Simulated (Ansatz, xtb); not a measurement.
Two isomers of C4H5FGeO

Structure a: `Fc1cc[c]([GeH3])o1`, a singlet. Structure b: `Fc1c[c]([GeH3])co1`, a singlet. Both are isolated molecules in the gas phase, relaxed with B3LYP/def2-SVP.

Quicker runs give these differences E(b) − E(a): GFN2-xTB +2.64 kcal/mol; HF/STO-3G +0.53 kcal/mol (at GFN2-xTB geometries); r2SCAN-D4/def2-SVP −0.30 kcal/mol (at GFN2-xTB geometries).

Q: Which of the two would you expect CCSD(T)/def2-SVP + ΔMP2/def2-TZVPP electronic energies to favour?

A: Too close to call at this level: CCSD(T)/def2-SVP + ΔMP2/def2-TZVPP gives E(b) − E(a) = −0.54 kcal/mol.

Level by level:

```csv
level,geometry,E(b) − E(a) (kcal/mol),departure from the last row (kcal/mol),"job, with rough time for the two"
GFN2-xTB,GFN2-xTB,+2.64,+3.18,"optimisation, 0.18 s"
HF/STO-3G,GFN2-xTB,+0.53,+1.07,"single point, 0.54 s"
r2SCAN-D4/def2-SVP,GFN2-xTB,−0.30,+0.23,"single point, 3 s"
B3LYP/def2-SVP,B3LYP/def2-SVP,+0.19,+0.73,"optimisation, 68 s"
HF/def2-SVP,B3LYP/def2-SVP,−0.35,+0.19,part of the CCSD(T) run
MP2/def2-SVP,B3LYP/def2-SVP,−0.62,−0.08,part of the CCSD(T) run
CCSD(T)/def2-SVP,B3LYP/def2-SVP,−0.57,−0.03,single point
CCSD(T)/def2-SVP + ΔMP2/def2-TZVPP,B3LYP/def2-SVP,−0.54,,"single point, 57 s"
```

As drawn, both hold the same kinds of bond in the same numbers.

The largest departure from CCSD(T)/def2-SVP + ΔMP2/def2-TZVPP is that of GFN2-xTB, 3.18 kcal/mol. The last row adds to CCSD(T) the change of the MP2 difference between the two basis sets, here +0.03 kcal/mol.

With thermal terms from frequencies at re-optimised GFN2-xTB minima (ideal gas, soft modes damped towards free rotors, one conformer each, 298.15 K, 1 atm): the zero-point term adds −0.04 kcal/mol; ΔH is −0.61 and ΔG −0.51 kcal/mol.

The correlated steps freeze 15 core orbitals; the filled d shell of Ge is correlated, in a basis made for valence electrons. Programs: Ansatz 0.2.0, xtb 6.7.1; the last row on 2 threads of Intel(R) Xeon(R) 6975P-C (Granite Rapids) on a shared host.
